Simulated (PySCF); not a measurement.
**Working out the ionisation energy of Ni**

Ni [Ar] 3d8 4s2 (3F) → Ni⁺ [Ar] 3d9 (2D). Computed with PySCF 2.14 in aug-cc-pVDZ, with the non-relativistic Hamiltonian (point nucleus). Frozen: [Ar]. Energies in hartree (1 hartree = 27.21139 eV):

```
             part    Ni (lower)   Ni⁺ (upper)
              UHF  -1506.876367  -1506.594457
MP2 opposite-spin     -0.180173     -0.203381
    MP2 same-spin     -0.101925     -0.121771
```

Task: What does Hartree-Fock give?

Result: (-1506.594457) − (-1506.876367) = 0.281910 hartree = 7.671 eV.

Task: What do MP2 and SCS-MP2 (6/5 opposite-spin, 1/3 same-spin) give?

Result: The opposite-spin parts differ by -0.632 eV and the same-spin parts by -0.540 eV. MP2: 7.671 + (-0.632) + (-0.540) = 6.499 eV. SCS-MP2: 7.671 + 1.2 × (-0.632) + (-0.540)/3 = 6.733 eV.

Reference: 7.640 eV (measured; NIST Atomic Spectra Database, ionization energies), between the lowest levels; spin-orbit coupling is absent from the calculation.

The calculation is non-relativistic.

A double-zeta basis recovers only part of the correlation energy.

What remains against the reference includes basis incompleteness, the frozen core and correlation beyond second order.
